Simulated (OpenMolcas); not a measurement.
Ir4+: moving or changing the point charges

Ir4+ among 4 point charges of -2.5 e arranged as a tetrahedron (Td), 1.93 Å from the ion.
```
   1.1143    1.1143    1.1143  -2.50
   1.1143   -1.1143   -1.1143  -2.50
  -1.1143    1.1143   -1.1143  -2.50
  -1.1143   -1.1143    1.1143  -2.50
```

- Program: OpenMolcas
- Method: CASSCF
- Basis: ANO-RCC-VDZP [7s6p4d2f]
- Scalar Hamiltonian: DKH2, point nucleus
- Active space: 5 electrons in 5 orbitals (5d)
- State averaging: 2S+1 = 6 even, 1 root; 2S+1 = 4 even, 24 roots; 2S+1 = 2 even, 75 roots
- Spin-orbit coupling: state interaction with AMFI integrals over the reference wave functions

Runs around this geometry, states (labels of Td). Energies in cm-1 above the lowest state or level, χT in cm3 K/mol; 10Dq and B are least-squares fits to the states below 45000 cm-1, weighted by degeneracy, with a free offset, and given where the rms deviation is under 5 % of |10Dq| (or 100 cm-1) and under 700 cm-1; 10Dq is negative for this site.

| R (Å) | q (e) | Ground state | 10Dq | B (rms of fit) | First gap with spin-orbit (degeneracies) | χT at 300 K | First state of another spin |
| --- | --- | --- | --- | --- | --- | --- | --- |
| 1.93 | -1.62 | 6A1 | -3535 | 898 (48) | 24.7 (4, 2) | 4.134 | 4T1 26023 |
| 1.79 | -2.5 | 6A1 | -6049 | 866 (225) | 7.9 (4, 2) | 4.129 | 4T1 23359 |
| 1.93 | -2.5 | 6A1 | -4690 | 888 (109) | 19.0 (4, 2) | 4.133 | 4T1 24854 |
| 2.05 | -2.5 | 6A1 | -3736 | 896 (67) | 21.3 (4, 2) | 4.135 | 4T1 25784 |

Taking |10Dq| as R^-n, n = -ln(3736 / 6049) / ln(2.05 / 1.79) = 3.6 between the shortest and longest distance. The point-charge formula for a cubic d site gives n = 5.

Scaling the charges by -1.62 / -2.5 = 0.65 scales |10Dq| by 3535 / 4690 = 0.75; with fixed orbitals a first-order splitting would follow the charge.

Without dynamic correlation the repulsion within the d shell is too large (B by tens of per cent), so at a given field states of lower spin stand too high. Point charges give a weaker field than real ligands, and real ions of this kind are as a rule low spin; the high spin found here belongs to the model. Point charges carry no covalency, so the field is a model and not that of real ligands. No measured value stands beside these numbers.
